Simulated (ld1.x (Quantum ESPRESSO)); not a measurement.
u(r) = r·R(r): atom against pseudo-atom (Ho)

Columns: radius, all-electron u(r) and pseudo u(r) of the 5p shell (level -29.13 eV) of holmium in the configuration [Kr] 4d10 4f10 5s2 5p6 5d1 6s2 6p0; PBE, scalar-relativistic, RRKJ scheme, ld1.x (Quantum ESPRESSO) 7.5.

| r (bohr) | all-electron | pseudo |
| --- | --- | --- |
| 0.130 | -0.2474 | -0.0211 |
| 0.260 | -0.0088 | -0.0826 |
| 0.390 | 0.4532 | -0.1796 |
| 0.520 | 0.3824 | -0.3037 |
| 0.650 | 0.0255 | -0.4437 |
| 0.780 | -0.3559 | -0.5858 |
| 0.910 | -0.6505 | -0.7156 |
| 1.040 | -0.8366 | -0.8198 |
| 1.170 | -0.9283 | -0.8884 |
| 1.300 | -0.9487 | -0.9161 |
| 1.430 | -0.9207 | -0.9039 |
| 1.560 | -0.8626 | -0.8581 |
| 1.690 | -0.7882 | -0.7890 |
| 1.820 | -0.7071 | -0.7082 |
| 1.950 | -0.6256 | -0.6258 |
| 2.080 | -0.5476 | -0.5476 |
| 2.210 | -0.4754 | -0.4754 |
| 2.340 | -0.4101 | -0.4101 |
| 2.470 | -0.3519 | -0.3519 |
| 2.600 | -0.3007 | -0.3007 |
| 2.730 | -0.2561 | -0.2561 |
| 2.860 | -0.2175 | -0.2175 |
| 2.990 | -0.1843 | -0.1843 |
| 3.120 | -0.1560 | -0.1560 |
| 3.250 | -0.1317 | -0.1317 |
| 3.380 | -0.1111 | -0.1111 |

Problem. How many radial nodes do the two functions have?

Solution. The all-electron 5p function has n − l − 1 = 3 (the table is too coarse to show those close to the nucleus); the pseudo-wave has 0, since the states of the same l below it are removed with the core.

Problem. At about which radius was the pseudo-wave matched?

Solution. 2.05 bohr, where the columns begin to agree (steps of 0.13 bohr).

Problem. Where does each function peak?

Solution. Outermost all-electron maximum near 1.30 bohr, pseudo maximum near 1.30 bohr (to the table’s step).

Problem. Is the pseudo-wave norm-conserving?

Solution. Yes: the RRKJ scheme keeps the norm inside the radius equal to the all-electron one, which fixes the energy derivative of the logarithmic derivative at the level.
